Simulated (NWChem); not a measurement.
System: CH4ClNSi2; SMILES Cl[Si@H]1N=C[SiH2]1

Output (shortened):

```
             Northwest Computational Chemistry Package (NWChem) 7.3.0
             --------------------------------------------------------

 C1  symmetry detected

                             Geometry "geometry" -> ""
                             -------------------------

 Output coordinates in angstroms (scale by  1.889725989 to convert to a.u.)

  No.       Tag          Charge          X              Y              Z
 ---- ---------------- ---------- -------------- -------------- --------------
    1 Cl                  17.0000    -0.21528857    -2.16379934    -0.29973582
    2 Si                  14.0000     0.15787987    -0.35857916     0.63380906
    3 N                    7.0000     1.50821533     0.55349135    -0.12176066
    4 C                    6.0000     0.93786827     1.66242724    -0.44329813
    5 Si                  14.0000    -0.95475537     1.57363534    -0.07222045
    6 H                    1.0000     0.42313479    -0.65489699     2.06889177
    7 H                    1.0000     1.54210055     2.48295030    -0.87816591
    8 H                    1.0000    -1.52884078     2.59955619     0.85448989
    9 H                    1.0000    -1.80494878     1.49718982    -1.29983398

 Effective nuclear repulsion energy (a.u.)     325.4390701953

                                 NWChem DFT Module
                                 -----------------

 Summary of "ao basis" -> "ao basis" (spherical)
 ------------------------------------------------------------------------------
       Tag                 Description            Shells   Functions and Types
 ---------------- ------------------------------  ------  ---------------------
 Cl                         def2-svp                 8       18   4s3p1d
 Si                         def2-svp                 8       18   4s3p1d
 N                          def2-svp                 6       14   3s2p1d
 C                          def2-svp                 6       14   3s2p1d
 H                          def2-svp                 3        5   2s1p

            General Information
            -------------------
          SCF calculation type: DFT
          Wavefunction type:  closed shell.
          No. of atoms     :     9
          No. of electrons :    62
           Alpha electrons :    31
            Beta electrons :    31
          Charge           :     0
          Spin multiplicity:     1
          Use of symmetry is: off; symmetry adaption is: off
          Maximum number of iterations: 150
          AO basis - number of functions:   102
                     number of shells:    48
          Convergence on energy requested:  1.00D-06
          Convergence on density requested:  1.00D-05
          Convergence on gradient requested:  5.00D-04

              XC Information
              --------------
                       M06-2X Method XC Functional
                     Hartree-Fock (Exact) Exchange  0.540
                        M06-2X Exchange Functional  1.000
                      M06-2X Correlation Potential  1.000

             Grid Information
             ----------------
          Grid used for XC integration:  coarse
          Radial quadrature: Mura-Knowles
          Angular quadrature: Lebedev.
          Tag              B.-S. Rad. Rad. Pts. Rad. Cut. Ang. Pts.
          ---              ---------- --------- --------- ---------
          Cl                  1.00       70          12.0       302
          Si                  1.10       70          10.0       302
          N                   0.65       35          10.0       302
          C                   0.70       35          10.0       302
          H                   0.35       35          11.0       302
          Grid pruning is: on
          Number of quadrature shells:   420
          Spatial weights used:  Erf1

      Superposition of Atomic Density Guess
      -------------------------------------

 Sum of atomic energies:       -1130.66671603

      Non-variational initial energy
      ------------------------------

 Total energy =   -1132.644621
 1-e energy   =   -2210.658612
 2-e energy   =     752.574921
 HOMO         =      -0.264069
 LUMO         =      -0.048317

     ---------------------------------------------
      Total Density - Mulliken Population Analysis
     ---------------------------------------------

    Atom       Charge   Shell Charges
 -----------   ------   -------------------------------------------------------
    1 Cl  17    17.42   2.00  1.99  1.22  0.72  5.94  2.16  3.36  0.01
    2 Si  14    13.16   2.00  1.99  1.01  0.22  5.93  0.96  0.84  0.22
    3 N    7     7.74   1.99  1.10  0.61  2.44  1.58  0.02
    4 C    6     5.88   1.99  0.98  0.34  1.70  0.81  0.05
    5 Si  14    13.70   2.00  1.99  1.05  0.29  5.94  1.13  1.19  0.11
    6 H    1     1.08   0.70  0.37  0.01
    7 H    1     0.93   0.68  0.22  0.02
    8 H    1     1.05   0.68  0.36  0.01
    9 H    1     1.04   0.68  0.35  0.01

[...]

                         DFT ENERGY GRADIENTS

    atom               coordinates                        gradient
                 x          y          z           x          y          z
   1 Cl     -0.406836  -4.088988  -0.566419   -0.000111  -0.000953  -0.000117
   2 Si      0.298350  -0.677616   1.197725   -0.001892  -0.000670  -0.001839
   3 N       2.850114   1.045947  -0.230094    0.003445  -0.001348  -0.000026
   4 C       1.772314   3.141532  -0.837712   -0.002594   0.000317   0.000306
   5 Si     -1.804226   2.973740  -0.136477    0.002671  -0.000566   0.000366
   6 H       0.799609  -1.237576   3.909639    0.000579  -0.000433   0.002601
   7 H       2.914147   4.692096  -1.659493    0.000806   0.001764  -0.000781
   8 H      -2.889090   4.912449   1.614752   -0.001378   0.001934   0.001517
   9 H      -3.410859   2.829279  -2.456330   -0.001527  -0.000045  -0.002027
```

Level: M06-2X/def2-SVP. Geometry: optimised at PBE0/def2-SVP.

### Question
Write an input that gives this output.

### Answer
Several could match; the one computed here: the input that was run:
```
start job
memory heap 200 mb stack 900 mb global 1100 mb
geometry units angstroms noautoz
  Cl    -0.328662    -2.143158    -0.326958
  Si     0.134374    -0.366613     0.621233
  N      1.531976     0.480331    -0.124125
  C      1.020383     1.619556    -0.438545
  Si    -0.875325     1.625594    -0.072674
  H      0.380033    -0.686961     2.054640
  H      1.667270     2.411104    -0.865691
  H     -1.398392     2.672743     0.860471
  H     -1.724915     1.602259    -1.302861
end
basis spherical
  Cl library def2-svp
  Si library def2-svp
  N library def2-svp
  C library def2-svp
  H library def2-svp
end
dft
  xc m06-2x
  grid coarse
  iterations 150
  mulliken
end
task dft gradient
```
